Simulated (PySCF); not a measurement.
Isomers of C5H13F3Si2.

All values: PBE0/pcSseg-1 (PySCF) at GFN2-xTB geometries, gas phase, one conformer each.

Problem. Rank by LUMO energy, highest first.
A. `[CH3:1][CH2:2][CH2:3][Si@@H:4]([SiH2:5][CH3:6])[C:7]([F:8])([F:9])[F:10]` with C1–C2–C3–Si4 -178°, C2–C3–Si4–Si5 -179°, C3–Si4–Si5–C6 176°
B. `[CH3:1][SiH2:2][Si@H:3]([CH:4]([CH3:5])[CH3:6])[C:7]([F:8])([F:9])[F:10]` with C1–Si2–Si3–C4 72°, Si2–Si3–C4–C5 60°
C. `[CH3:1][CH2:2][CH2:3][C:4]([SiH3:5])([SiH3:6])[C:7]([F:8])([F:9])[F:10]` with C1–C2–C3–C4 175°, C2–C3–C4–Si5 -51°

Solution. C (0.32 eV), A (-0.17 eV), B (-0.29 eV).

Problem. Rank by HOMO–LUMO gap, highest first.
A. `[CH3:1][CH2:2][CH2:3][C:4]([SiH3:5])([SiH3:6])[C:7]([F:8])([F:9])[F:10]` with C1–C2–C3–C4 175°, C2–C3–C4–Si5 -51°
B. `[CH3:1][CH2:2][CH2:3][Si@@H:4]([SiH2:5][CH3:6])[C:7]([F:8])([F:9])[F:10]` with C1–C2–C3–Si4 -178°, C2–C3–Si4–Si5 -179°, C3–Si4–Si5–C6 176°
C. `[CH3:1][CH2:2][C@H:3]([SiH3:4])[CH2:5][SiH2:6][C:7]([F:8])([F:9])[F:10]` with C1–C2–C3–Si4 63°, C2–C3–C5–Si6 -56°, C3–C5–Si6–C7 -51°
D. `[CH3:1][SiH2:2][Si@H:3]([CH:4]([CH3:5])[CH3:6])[C:7]([F:8])([F:9])[F:10]` with C1–Si2–Si3–C4 72°, Si2–Si3–C4–C5 60°

Solution. A (8.97 eV), C (8.37 eV), B (8.13 eV), D (7.98 eV).

All values together:

| SMILES | μ (D) | HOMO (eV) | LUMO (eV) | lowest IAO charge (e) | highest IAO charge (e) | lowest Hirshfeld charge (e) | highest Hirshfeld charge (e) |
| --- | --- | --- | --- | --- | --- | --- | --- |
| CCC[Si@@H]([SiH2]C)C(F)(F)F | 2.51 | -8.30 | -0.17 | -0.701 (C) | +0.559 (Si/C) | -0.209 (C) | +0.257 (Si) |
| CCCC([SiH3])([SiH3])C(F)(F)F | 2.26 | -8.64 | 0.32 | -0.524 (C) | +0.788 (C) | -0.170 (C) | +0.297 (Si) |
| C[SiH2][Si@H](C(C)C)C(F)(F)F | 2.66 | -8.27 | -0.29 | -0.699 (C) | +0.562 (C) | -0.207 (C) | +0.255 (Si) |
| CC[C@H]([SiH3])C[SiH2]C(F)(F)F | 2.58 | -8.08 | 0.29 | -0.532 (C) | +0.716 (Si) | -0.153 (C) | +0.335 (Si) |

Conformers: `[CH3:1][CH2:2][CH2:3][Si@@H:4]([SiH2:5][CH3:6])[C:7]([F:8])([F:9])[F:10]` with C1–C2–C3–Si4 -178°, C2–C3–Si4–Si5 -179°, C3–Si4–Si5–C6 176°; `[CH3:1][CH2:2][CH2:3][C:4]([SiH3:5])([SiH3:6])[C:7]([F:8])([F:9])[F:10]` with C1–C2–C3–C4 175°, C2–C3–C4–Si5 -51°; `[CH3:1][SiH2:2][Si@H:3]([CH:4]([CH3:5])[CH3:6])[C:7]([F:8])([F:9])[F:10]` with C1–Si2–Si3–C4 72°, Si2–Si3–C4–C5 60°; `[CH3:1][CH2:2][C@H:3]([SiH3:4])[CH2:5][SiH2:6][C:7]([F:8])([F:9])[F:10]` with C1–C2–C3–Si4 63°, C2–C3–C5–Si6 -56°, C3–C5–Si6–C7 -51°.
